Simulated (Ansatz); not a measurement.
Input file for Ansatz (a quantum-chemistry and plane-wave program): R-CCSD(T)/aug-cc-pV(D+d)Z on ClH3Si (SMILES [SiH3]Cl) with ghost functions, monomers drawn apart or pushed together. Files ending in .json are basis or fitting sets from the Basis Set Exchange.

Ansatz 0.2 input:
```yaml
crystal:
  periodic: [false, false, false]
  atoms:
    - {symbol: Si, position_ang: [-0.26111663, -0.86087393, 5.23994364]}
    - {symbol: Cl, position_ang: [0.18035289, 1.14521457, 5.47329792]}
    - {symbol: H, position_ang: [0.87076407, -1.51422939, 4.55627265]}
    - {symbol: H, position_ang: [-1.49200338, -0.98071584, 4.43632224]}
    - {symbol: H, position_ang: [-0.46140965, -1.44679317, 6.57988376]}
basis:
  gaussian:
    orbitals: aug-cc-pV_D+d_Z.json
    ghost_atoms:
      - {symbol: C, position_ang: [0.19900332, 0.13941699, 0.07197742]}
      - {symbol: H, position_ang: [0.34348482, 0.56293121, -0.92090744]}
      - {symbol: H, position_ang: [0.34083633, 0.91552429, 0.82239711]}
      - {symbol: H, position_ang: [-0.81051269, -0.26232780, 0.14999723]}
      - {symbol: H, position_ang: [0.92211117, -0.65928477, 0.23290106]}
magnetization: {spin_polarized: false}
correlation: {method: ccsd_t, electrons: outside_noble_gas}
scf: {lower_state_search: off}
```

It printed:

```
Functional definition: HF
[...]
these checks for a lower state are left out or cut short: stability, starts, cluster_reference, orbital_swaps, neighbouring_geometries, increment
integrals: 0.38 GiB planned
1354 factors; integrals over basis functions are off by at most 9.3e-4 eV
mean field: 0.41 GiB planned
mean field evaluation 1: about -20414.2406 eV, gradient 1.2e1 eV
mean field evaluation 2: about -20414.2415 eV, gradient 1.2e1 eV
mean field evaluation 4: about -20414.9356 eV, gradient 1.5e0 eV
mean field evaluation 8: about -20414.9446 eV, gradient 5.4e-4 eV
mean field -20414.94455098 eV, -750.2353745021 hartree, gradient 2.3e-6 eV, S^2 0.000000; 0 other end points of the search recorded, 0 dependent functions left out
10 core orbitals not correlated
reference -20414.94455098 eV, -750.2353745021 hartree; 7, 7 occupied and 133, 133 virtual orbitals, 1354 factors
second order -7.08360873 eV of doubles, -0.00000000 eV of singles
coupled cluster: 0.96 GiB planned
cycle   1  -7.82382799 eV  change   -7.4e-1 eV  update   6.2e-2
cycle   2  -8.06770587 eV  change   -2.4e-1 eV  update   1.9e-2
cycle   3  -8.08920582 eV  change   -2.1e-2 eV  update   5.7e-3
cycle   4  -8.08721377 eV  change    2.0e-3 eV  update   1.7e-3
cycle   5  -8.08671269 eV  change    5.0e-4 eV  update   4.3e-4
cycle   6  -8.08669170 eV  change    2.1e-5 eV  update   1.4e-4
cycle   7  -8.08670531 eV  change   -1.4e-5 eV  update   3.8e-5
cycle   8  -8.08671202 eV  change   -6.7e-6 eV  update   1.1e-5
perturbative correction -0.21218127 eV, -0.0077975180 hartree
Total energy: -20423.24344427 eV, -750.5403532054 hartree
Checks for a lower state left out: stability, starts, cluster_reference, orbital_swaps, neighbouring_geometries, increment
```

The calculation finished and met its thresholds.

Cost: about 16 core-seconds (a rough figure).
